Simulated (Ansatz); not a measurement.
Reactions of `[OH][Sn]([OH])([F])[Cl]`.

Isolated molecules relaxed with PBE0-D4/def2-TZVP in Ansatz; ΔE leaves out vibrations. CBS: MP2 limit from def2 TZ/QZ plus the TZ coupled-cluster correction, frozen cores. This one scheme is used for every species, atoms too. DFT in def2-TZVPP. Open shells (•) are unrestricted, without spin–orbit coupling. Spin–orbit coupling would lower the free atoms: a little for Cl, F, O; strongly for Sn. Elements past krypton have def2 core potentials. For Br, Sn outer-core shells are correlated without core-valence functions, so the limit isn't a true one: a few kJ/mol of doubt a bond, and 10 to 20 or more in all where bonds break to atoms. Scalar relativity is left out up to krypton. Each species was taken in one conformer, which may not be the lowest.

```csv
reaction,MP2/CBS(def2) (kJ/mol),r2SCAN-D4 (kJ/mol),HF/CBS(def2) (kJ/mol)
`[OH][Sn]([OH])([F])[Cl]` → Cl• + F• + 2 H• + 2 O• + Sn•,2483,2349,1508
`[OH][Sn]([OH])([F])[Cl]` + H₂ → `[OH][SnH]([OH])[Cl]` + H–F,28,34,23
`[OH][Sn]([OH])([F])[Cl]` + CH₄ → `[CH3][Sn]([OH])([F])[Cl]` + H₂O,11,21,27
`[OH][Sn]([OH])([F])[Cl]` + CH₄ → `[CH3][Sn]([OH])([OH])[F]` + HCl,80,87,99
`[OH][Sn]([OH])([F])[Cl]` + HBr → `[OH][Sn]([OH])([F])[Br]` + HCl,-18,-15,-13
`[OH][Sn]([OH])([F])[Cl]` + CH₃OH → `C[O][Sn]([OH])([F])[Cl]` + H₂O,-4,2,6
`[OH][Sn]([OH])([F])[Cl]` + HCl → `[OH][Sn]([OH])([Cl])[Cl]` + H–F,-43,-31,-30
`[OH][Sn]([OH])([F])[Cl]` → `[F][Sn][Cl]` + hydrogen peroxide,363,327,348
`[OH][Sn]([OH])([F])[Cl]` → F• + `[OH][Sn]([OH])[Cl]`•,519,454,327
`[OH][Sn]([OH])([F])[Cl]` + H₂O → `[OH][Sn]([OH])([OH])[Cl]` + H–F,22,30,37
```

Question: Give the CCSD(T)/CBS values in the same order. (Estimate.)

Answer: The calculation gave: 2386, 25, 13, 79, -17, -3, -37, 345, 487, 24 kJ/mol.

Largest T1 diagnostic: 0.018, for `[OH][Sn]([OH])[Cl]`•.
